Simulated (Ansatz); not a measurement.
Cartesian coordinates in Å:
```
N -2.493 -0.791 -0.728
C -1.309 -0.558 -0.371
S -0.581 1.052 -0.218
Sn 1.663 0.502 0.484
H -3.016 0.061 -0.932
H -0.655 -1.397 -0.126
H 1.949 1.254 1.984
H 2.749 1.073 -0.697
H 1.693 -1.197 0.606
```

Charge 0, multiplicity 1. Sn: def2 effective core potential.

List the PBE0/def2-TZVPP orbital energies in eV (Ansatz 0.2.0). (Estimate.)

The calculation gave: Occupied: -2422.66, -391.17, -280.32, -217.99, -161.82, -161.74, -161.64, -140.65, -95.33, -95.24, -95.23, -29.10, -29.05, -29.02, -28.92, -28.91, -25.72, -20.81, -16.82, -14.98, -13.16, -12.13, -10.46, -9.80, -9.73, -8.77, -7.81, -7.25. Lowest empty: -0.87, -0.34, -0.06, 0.17, 0.74, 1.58, 1.88, 2.28.
